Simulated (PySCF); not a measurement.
## Radial density of O⁺ (oxygen, charge +1)

BP86, [He] 2s2 2p2 3s1, high-spin 4P determinant (an excited configuration). Calculation: PySCF 2.14, in aug-cc-pVQZ; no relativity, point nucleus.

```json
{"r (bohr)": "0.00307", "4πr²ρ (e/bohr)": "0.03583", "4πr²(ρα − ρβ)": "0.0001"}
{"r (bohr)": "0.00517", "4πr²ρ (e/bohr)": "0.09787", "4πr²(ρα − ρβ)": "0.0003"}
{"r (bohr)": "0.00870", "4πr²ρ (e/bohr)": "0.2619", "4πr²(ρα − ρβ)": "0.0007"}
{"r (bohr)": "0.0146", "4πr²ρ (e/bohr)": "0.6736", "4πr²(ρα − ρβ)": "0.0019"}
{"r (bohr)": "0.0246", "4πr²ρ (e/bohr)": "1.626", "4πr²(ρα − ρβ)": "0.0048"}
{"r (bohr)": "0.0414", "4πr²ρ (e/bohr)": "3.521", "4πr²(ρα − ρβ)": "0.0116"}
{"r (bohr)": "0.0696", "4πr²ρ (e/bohr)": "6.368", "4πr²(ρα − ρβ)": "0.0279"}
{"r (bohr)": "0.117", "4πr²ρ (e/bohr)": "8.549", "4πr²(ρα − ρβ)": "0.0758"}
{"r (bohr)": "0.197", "4πr²ρ (e/bohr)": "7.088", "4πr²(ρα − ρβ)": "0.2456"}
{"r (bohr)": "0.331", "4πr²ρ (e/bohr)": "3.395", "4πr²(ρα − ρβ)": "0.8076"}
{"r (bohr)": "0.557", "4πr²ρ (e/bohr)": "3.297", "4πr²(ρα − ρβ)": "1.7560"}
{"r (bohr)": "0.937", "4πr²ρ (e/bohr)": "3.729", "4πr²(ρα − ρβ)": "1.7422"}
{"r (bohr)": "1.58", "4πr²ρ (e/bohr)": "1.262", "4πr²(ρα − ρβ)": "0.5944"}
{"r (bohr)": "2.65", "4πr²ρ (e/bohr)": "0.4102", "4πr²(ρα − ρβ)": "0.3790"}
{"r (bohr)": "4.46", "4πr²ρ (e/bohr)": "0.1924", "4πr²(ρα − ρβ)": "0.1923"}
{"r (bohr)": "7.50", "4πr²ρ (e/bohr)": "0.003464", "4πr²(ρα − ρβ)": "0.0035"}
```

The outer electron is Rydberg-like, and this basis confines it to a smaller radius and binds it less than a complete one would.
